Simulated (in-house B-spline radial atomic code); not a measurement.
Cu⁺. Computed with a B-spline radial atomic code. Model: non-relativistic spherical atom: semilocal Troullier-Martins pseudo-atom, one channel per l, against all electrons, high spin, G0W0 and RPA with empty states to l = 8, local potential for every l without a channel, a model core (radius 0 = none) keeps its share of the functional.

What the tables leave out is listed at the end.

The pseudopotential gives back the lowest level of each angular momentum of its own functional in the configuration it was made in; a second state of the same l is only approximately right. Exact exchange, RPA and GW see the smooth pseudo-orbitals and miss the exchange with the core, for which the functional's share stands in. The column with an uncorrelated core keeps all orbitals and exact exchange, and so separates missing core correlation from pseudisation. Only the three outermost levels and the lowest empty one were computed. RPA here is direct RPA, with no exchange kernel, and its energies carry an (l + 1/2)⁻⁴ tail. A hybrid on a potential with a model core restores only its own semilocal share of the core's exchange.

Command:
```bash
python run_psgw.py task.json out
```
Settings (lengths in bohr, energies in hartree):
```
Z                      29
electrons              28
configuration          [Ar] 3d10
generated_in           [Ar] 3d10 4s1
functional             pbe,pbe
core_shells            3
radius_factor          1.3
core_correction        True
```

Time taken, with all properties: 10 s on 1 thread of Intel(R) Xeon(R) 6975P-C (Granite Rapids), on a shared host.

Given: made with PBE; model core radius 0.338 bohr; local radius 1.035 bohr; mean-field start PBE.

Valence shells of the generating configuration: 3s, 3p, 3d, 4s.

Channel: s 0.802, p 0.817, d 2.356 (radii in bohr).

Computed: largest level miss in the spin-unpolarised generating configuration 0.076 eV; valence RPA correlation energy all-electron orbitals -1.4056 hartree; all-electron RPA polarisability, core included 6.9921 bohr³; pseudo-atom RPA polarisability 7.0924 bohr³.

```json
{"level": "3d", "occupied": "1", "mean-field all-electron (eV)": "-13.751", "mean-field pseudo minus all (eV)": "-0.213", "G0W0 all-electron (eV)": "-20.04", "G0W0 uncorrelated core minus all (eV)": "0.081", "G0W0 pseudo minus all (eV)": "-0.015", "exchange self-energy all-electron (eV)": "-46.207", "exchange self-energy pseudo (eV)": "-36.244"}
{"level": "4s (empty)", "occupied": "0", "mean-field all-electron (eV)": "-11.588", "mean-field pseudo minus all (eV)": "-0.15", "G0W0 all-electron (eV)": "-7.8957", "G0W0 uncorrelated core minus all (eV)": "0.007", "G0W0 pseudo minus all (eV)": "-0.361", "exchange self-energy all-electron (eV)": "-3.0285", "exchange self-energy pseudo (eV)": "-2.8516"}
```

What is the valence RPA correlation energy pseudo?

-1.1507 hartree.

Given: mean-field start PBE0.

Computed: valence RPA correlation energy all-electron orbitals -1.34 hartree; valence RPA correlation energy pseudo -1.1017 hartree; all-electron RPA polarisability, core included 5.349 bohr³.

```tsv
level	occupied	mean-field all-electron (eV)	mean-field pseudo minus all (eV)	G0W0 all-electron (eV)	G0W0 uncorrelated core minus all (eV)	G0W0 pseudo minus all (eV)	exchange self-energy all-electron (eV)	exchange self-energy pseudo (eV)
3d	1	-15.954	-0.104	-20.396	0.09	0.06	-46.522	-36.517
4s (empty)	0	-10.169	-0.183	-7.6212	0.006	-0.368	-2.6749	-2.5537
```

What is the pseudo-atom RPA polarisability?

5.6275 bohr³.

Among the listed levels the largest G0W0 shift of the pseudo-atom is -0.37 eV, for 4s (empty) on the PBE0 start, while leaving the core uncorrelated moves that level by +0.01 eV. So pseudisation and the lost core exchange, not the missing core correlation, make the error. Not in the tables (levels of low weight, unsolved or above zero; the highest and the empty levels are kept at any weight): on PBE the G0W0 levels 3p (pseudo minus all -5.41 eV, weights 0.03 and 0.01), 3s (pseudo minus all -0.92 eV, weights 0.28 and 0.32); on PBE0 the G0W0 levels 3p (pseudo minus all -0.43 eV, weights 0.21 and 0.18), 3s (pseudo minus all -2.83 eV, weights 0.30 and 0.26); no Hartree-Fock pseudo-atom is run with a model core.
